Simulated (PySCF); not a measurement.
Identify the unknown among the candidates.

All candidates are C3H10OSi.

* XPS: Si2p3/2 107.1, C1s 290.6 (×2), C1s 292.2, O1s 537.8, Si1s 1846.9 eV [ΔSCF SCAN, pcX-2 on the ionised atom, pcseg-1 elsewhere, spin-free X2C, 2p3/2 from a spin–orbit splitting computed afterwards within the 2p shell]
* UV, strongest line: among the 8 lowest singlet transitions: S6 at 8.28 eV (150 nm, f = 0.039) [TDDFT PBE0/def2-SVPD]
* NMR, other nuclei: isotropic shieldings of nuclei other than C and H, by class: 291 (1 O), 395 (1 Si) ppm [GIAO PBE0/pcSseg-1]
* UV, first state: lowest singlet excitation: 6.93 eV (179 nm, f = 0.001) [TDDFT PBE0/def2-SVPD]
* Rotational structure: rotational constants A, B, C: 7.528, 2.296, 1.897 GHz [GFN2-xTB]
* Triplet: lowest triplet excitation (Tamm–Dancoff): 6.64 eV [TDA PBE0/def2-SVPD]
* 13C NMR: chemical shifts (computed TMS as zero) by class: 70.1 (1 C), 26.7 (2 C) ppm [GIAO PBE0/pcSseg-1]

Electronic properties: PySCF, gas phase, density fitting. Levels stand in brackets. Geometry: GFN2-xTB, one conformer, isolated molecule. NMR classes are plain means over equivalent atoms (diastereotopic ones count apart unless rotation or inversion swaps them), as if these changed places fast.

Question: Which candidate is it?
A. `CC(C)O[SiH3]`
B. `CC(C)[SiH2]O`
C. `CCCO[SiH3]`

Answer: A. It is `CC(C)O[SiH3]`. Numbering: `[CH3:1][CH:2]([CH3:3])[O:4][SiH3:5]`. Its formula, C3H10OSi, gives 0 degrees of unsaturation, so no ring and no π bond. 3 carbons fall into 2 classes; from least to most shielded: sp3 carbon bound to oxygen [C2] (70.1 ppm), methyl carbon [C1/C3] (26.7 ppm, 2 C, up to 2.6 ppm apart in this geometry). The other shieldings belong to: 291 ppm, silyl ether oxygen [O4]; 395 ppm, oxygen-bound silicon [Si5]. The core levels belong to: Si2p3/2 107.1 eV, oxygen-bound silicon [Si5]; C1s 290.6 eV, methyl carbon [C1/C3]; C1s 292.2 eV, sp3 carbon bound to oxygen [C2]; O1s 537.8 eV, silyl ether oxygen [O4]; Si1s 1846.9 eV, oxygen-bound silicon [Si5]. One atom of each topological class was ionised and stands for its class. The optimised geometry has point group C1 and is an asymmetric top.

The others, at the same levels:
- `CC(C)[SiH2]O` fails: its computed 13C shifts are 20.4 (1 C), 18.6 (2 C) ppm, lowest singlet excitation is 6.69 eV (185 nm, f = 0.002) (against 6.93 eV) and rotational constant A is 6.269 GHz (against 7.528 GHz).
- `CCCO[SiH3]` fails: it has 3 carbon classes against 2; its computed 13C shifts are 71.4 (1 C), 30.6 (1 C), 11.2 (1 C) ppm, rotational constant A is 19.515 GHz (against 7.528 GHz) and smallest rotational constant is 1.358 GHz (against 1.897 GHz).

Each candidate is one conformer, not necessarily the lowest. The conformers computed, where there is a choice (atom-mapped SMILES and torsion angles):
- `[CH3:1][CH:2]([CH3:3])[O:4][SiH3:5]`: C1–C2–O4–Si5 65°
- `[CH3:1][CH:2]([CH3:3])[SiH2:4][OH:5]`: C1–C2–Si4–O5 56°, H–O5–Si4–C2 51°
- `[CH3:1][CH2:2][CH2:3][O:4][SiH3:5]`: C1–C2–C3–O4 180°, C2–C3–O4–Si5 180°
